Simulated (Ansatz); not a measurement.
Correlation energies of C4H10Br2F2In2 (`C[CH2][In@-]1([F])[Br+][In@@-]([F])([CH2]C)[Br+]1`) by basis set

Cartesian coordinates in Å:
```
C 1.175 1.922 -2.661
C 1.364 0.489 -3.129
In 0.150 -0.909 -2.053
F -0.800 -2.533 -2.548
Br 1.335 -1.726 0.229
In 0.042 0.298 1.397
F 1.201 1.755 0.799
C -0.843 -0.245 3.266
C -1.666 -1.518 3.153
Br -1.735 0.358 -0.599
H 1.832 2.590 -3.226
H 0.150 2.268 -2.814
H 1.407 2.043 -1.601
H 2.390 0.144 -2.980
H 1.121 0.359 -4.186
H -0.023 -0.348 3.979
H -1.448 0.608 3.580
H -2.110 -1.773 4.120
H -1.060 -2.369 2.837
H -2.483 -1.414 2.436
```

Charge 0, multiplicity 1. Correlated methods include outer-core shells of Br, In, which these sets cover unevenly. Scalar relativity is left out up to krypton. In takes the def2 core potential. All single points use the PBE0-D4/def2-TZVP geometry. It is one conformer, not always the lowest. Frozen core, restricted reference, Ansatz.

| basis | HF (Eh) | MP2 corr. | CCSD corr. | (T) | CCSD(T) total |
| --- | --- | --- | --- | --- | --- |
| def2-SVP | -5878.71472 | -1.60196 | -1.66773 | -0.04310 | -5880.42555 |
| def2-TZVPP | -5879.78851 | -2.34527 | -2.37764 | -0.08436 | -5882.25051 |
| def2-QZVPP | -5879.90731 | -3.45827 | – | – | – |
